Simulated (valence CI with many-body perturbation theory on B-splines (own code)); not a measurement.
# Questions on Ni XIV

Level of theory: relativistic CI+MBPT: five valence electrons over a frozen Dirac-Fock core [Ne], a basis of 9 s, 9 p, 8 d, 6 f, 3 g, 1 h functions for each j, with the one-electron correlation potential Σ1 (screened to all orders), the two-electron term Σ2, the three-electron term Σ3, Breit, model QED; selected single and double excitations, second order for the rest, scaled by the run's own slope (own B-spline code, finite nucleus).

No measured spectrum was set against this ion. As an estimate, levels of excited configurations hold to 0.05 to 0.15 % of their energy, terms of the ground configuration to about 0.5 %. Among the levels kept, up to 1600 cm⁻¹ of a level comes from second order outside the variational space, and about a tenth of that is noise between levels of different J, which matters for small intervals.

Rates and lifetimes use the calculated energies. Strong lines usually hold to 10 to 20 %, long lifetimes can be off by a factor of two.

What is the ground level?

3s²3p³ ⁴S°_3/2, composition 92 % 3s²3p³ ⁴S° + 4 % 3s²3p³ ²P°, g = 1.964.

What is the ionisation energy?

424.89 eV; NIST lists 429.3 ± 0.8 eV (semi-empirical).

Among levels below 77.495 eV, which E1 lines absorb most strongly from the ground level?

to 3s²3p²3d ⁴P_5/2 at 17.13 nm, f = 0.623; to 3s²3p²3d ⁴P_3/2 at 16.96 nm, f = 0.412; to 3s²3p²3d ⁴P_1/2 at 16.80 nm, f = 0.154.

Name the longest-lived excited levels whose lifetime is computed, and their main decay.

3s²3p³ ²D°_5/2 at 6.674 eV lives 70.5 ms, mostly by M1 to 3s²3p³ ⁴S°_3/2; 3s²3p³ ²D°_3/2 at 5.706 eV lives 5.45 ms, mostly by M1 to 3s²3p³ ⁴S°_3/2; 3s²3p³ ²P°_1/2 at 10.599 eV lives 1.50 ms, mostly by M1 to 3s²3p³ ⁴S°_3/2. The lifetime of 3s²3p²3d ⁴F_9/2 is too uncertain to give, and may be longer. The lifetime of 3s²3p²3d ²G_9/2 is too uncertain to give, and may be longer.

How well does LS coupling describe the low levels?

Among the lowest 20 levels the leading LS term, summed over configurations, holds 88 % on average. For single configurations the figures are 78 % in LS and 59 % in jj coupling. Terms mix most in the J = 7/2 level at 63.424 eV, where the leading one holds 54 %.

Where does the other parity begin?

At 3s3p⁴ ⁴P_5/2, 39.220 eV.

What are the static dipole polarisabilities of the lowest levels?

3s²3p³ ⁴S°_3/2 0.258; 3s²3p³ ²D°_3/2 0.254 (tensor 0.019); 3s²3p³ ²D°_5/2 0.257; 3s²3p³ ²P°_1/2 0.251 bohr³, of which the core gives 0.00393.
